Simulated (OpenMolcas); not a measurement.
## Nd⁴⁺: from CASSCF to CASPT2

| Quantity | Value |
| --- | --- |
| Program | OpenMolcas |
| Basis | ANO-RCC-VTZP [8s7p5d3f2g1h] |
| Scalar Hamiltonian | DKH2, point nucleus |
| Active space | 2 electrons in 7 orbitals (4f) |
| State averaging | 2S+1 = 3 even, 21 roots (18 in the spin-orbit step); 2S+1 = 1 even, 28 roots (14 in the spin-orbit step) |
| Spin-orbit coupling | RASSI with atomic mean-field integrals over the reference wave functions, term energies averaged over their components |

Methods on the same reference wave functions:
A. CASSCF
B. SS-CASPT2, IPEA 0.25 Eh, imaginary shift 0.1 Eh (closed shells correlated: 5s 5p)

Energies in cm-1 above 4f2 3H4, the measured ground level; measured values from the list in Carvajal Gallego et al., Mon. Not. R. Astron. Soc. 518, 332 (2023).

```tsv
Level	A	B	Measured
4f2 3H4	0.0	0.0	0.0
4f2 3H5	2983	3010	2834
4f2 3H6	6160	6190	5743
4f2 3F2	7778	6500	5894
4f2 3F3	9708	8470	7785
```

Deviations, from unrounded energies. A percentage is the sum of absolute deviations over the sum of measured energies, with the sign that they share, or ± where signs differ.

| Against measurement | Levels | A | B |
| --- | --- | --- | --- |
| mean absolute deviation (cm-1) | 4 | 1100 | 480 |
| fine structure of the ground term (%) | 2 | +6.6 | +7.2 |
| other terms of the ground configuration (%) | 2 | +27.8 | +9.5 |

B lies closest to measurement on these levels. The largest miss of B in the table is 4f2 3F3, by +690 cm-1. The ranking rests on the paired levels alone, and a cruder setting can come out closer through cancelling errors.

The lowest spin-free term lies below A's lowest term by 0.237 hartree in B.

CASPT2 does not keep the components of a term degenerate, so their means are used; among the terms shown or strongly mixed into the levels shown the widest spread is 36 cm-1 (4f2 3H, B). Some high roots are left out of the spin-orbit mixing, which shifts the levels that they would mix with. Without dynamic correlation excited terms often stand tens of per cent too high (terms of higher spin than the ground term too low), and those without a measured partner can miss by more than the paired ones (holds for A). Computed and measured levels are paired by configuration, term and J; levels that our copy of the source lacks, or whose pairing is in doubt (as where it misses far off the trend of its configuration), stay unpaired and out of the deviations. Only configurations of the active space appear. Levels that lie high or do not pair safely by name in every column are left out.
